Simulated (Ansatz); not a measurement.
Basis-set extrapolation for C2H6AlF (PBE0-D4/def2-TZVP geometry, frozen core, Ansatz 0.2.0). Multiplicity 1, RHF reference.

```csv
,def2-TZVPP,def2-QZVPP
HF,-420.712616,-420.728919
MP2 correlation,-0.680266,-0.733149
CCSD(T) correlation,-0.742483,not run
```

Energies in hartree. Use E(X) = E(∞) + A·exp(−7.88·√X) for Hartree–Fock and E(X) = E(∞) + B·X^(−2.97) for correlation, with X = 3 and 4, and add CCSD(T) minus MP2 of the smaller set to the MP2 limit.

Question: What is the CCSD(T) energy at the basis-set limit?

Answer: HF limit: -420.728919 + (-0.016303) × 0.13774 = -420.73116. MP2 limit: -0.733149 + (-0.052883) × 0.74074 = -0.77232. Higher-order term: -0.742483 − (-0.680266) = -0.06222. Total: -421.56570 hartree, 3.01 eV below CCSD(T)/def2-TZVPP.
